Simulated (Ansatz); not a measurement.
`CO[SiH](F)O[SiH3]` + H₂Se → `F[SiH]([SeH])O[SiH3]` + CH₃OH  (ligand exchange at the Si–O bond)

Computed with Ansatz on PBE0-D4/def2-TZVP structures; ΔE is electronic, products minus reactants. CCSD(T)/CBS is the MP2 limit (def2-TZVPP, def2-QZVPP) plus CCSD(T) − MP2 in def2-TZVPP, frozen cores. This one scheme is used for every species. Functionals use def2-TZVPP. B3LYP here is the variant with VWN-RPA as its local correlation; programs differ in this. For Se outer-core shells are correlated without core-valence functions, which leaves a few kJ/mol of doubt a bond. Scalar relativity is left out up to krypton. Each species was taken in one conformer, which may not be the lowest.

`CO[SiH](F)O[SiH3]`:

Cartesian coordinates in Å:
```
C 2.405 0.244 0.038
O 1.020 0.050 0.229
Si -0.159 0.937 -0.443
F 0.004 0.917 -2.026
O -1.568 0.277 -0.037
Si -2.307 -1.104 0.460
H 2.708 1.260 0.309
H 2.937 -0.459 0.680
H 2.689 0.055 -1.002
H -0.113 2.350 -0.032
H -3.769 -0.910 0.305
H -1.984 -1.362 1.885
H -1.862 -2.254 -0.367
```

H₂Se:

```xyz
3

Se   -0.012   -0.486   -0.482
H    -0.944   -0.057    0.567
H     0.955    0.543   -0.085
```

`F[SiH]([SeH])O[SiH3]`:

Z-matrix (Å, degrees):
```
Si
Se 1 2.265
O 1 1.615 2 112.5
F 1 1.589 2 110.3 3 -119.1
H 1 1.474 2 107.8 3 122.6
H 2 1.470 1 91.9 3 60.2
Si 3 1.645 1 144.4 2 4.8
H 7 1.485 3 109.9 1 -50.9
H 7 1.481 3 107.4 1 -170.5
H 7 1.483 3 109.9 1 69.8
```

CH₃OH:

```xyz
6

C    -0.092    0.299    0.171
O    -0.089   -1.080   -0.123
H    -0.782    0.447    1.003
H    -0.443    0.905   -0.673
H     0.896    0.663    0.478
H     0.510   -1.234   -0.855
```

```
         level  ΔE (kJ/mol)
      B3LYP-D4         61.0
        r2SCAN         57.8
MP2/def2-TZVPP         58.6
  HF/CBS(def2)         79.8
```

What does CCSD(T)/CBS give? (Estimate.)

Ansatz gave: +56.8 kJ/mol. The listed levels differ from it by 4.2, 1.0, 1.8, 23.0 kJ/mol.

Largest T1 diagnostic among the species: 0.011.

In def2-TZVPP, CCSD(T) changes the Hartree–Fock value by −15.2 kJ/mol (the triples alone add −2.9 kJ/mol) and MP2 by −19.4 kJ/mol. From PBE to PBE0 (25 % exact exchange), in def2-TZVPP and without D4, ΔE moves by +4.3 kJ/mol.
